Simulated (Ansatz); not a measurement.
The cluster Ru₂H₄⁺. Total charge 1; doublet. Geometry relaxed at PBE-D4/def2-TZVP.

```xyz
6

Ru    0.276    0.499   -0.925
Ru   -0.274   -0.489    0.931
H    -1.371    0.601    1.154
H     1.544    1.067   -0.211
H     1.357   -0.603   -1.161
H    -1.531   -1.075    0.212
```

In the def2 sets Ru takes a core potential; there is no spin–orbit coupling. The charge 1 doublet is spin-contaminated (final ⟨S²⟩ up to 1.13, 0.75 for a pure state). At PBE0-D4/def2-TZVP a quartet of charge 1 lies 0.08 eV below the doublet, each at its own geometry. The structure comes from a short search, and lower isomers may exist.

Question: Estimate the harmonic wavenumbers at UKS PBE-D4/def2-TZVP (Ansatz, unscaled). Is this a minimum?

Answer: 231, 340, 511, 526, 649, 672, 684, 747, 2129, 2151, 2172, 2178 cm⁻¹. Yes, no mode is imaginary beyond noise. Zero-point energy 77.7 kJ/mol. It took 32 s on 4 threads of Arm Neoverse V2 on a shared host.
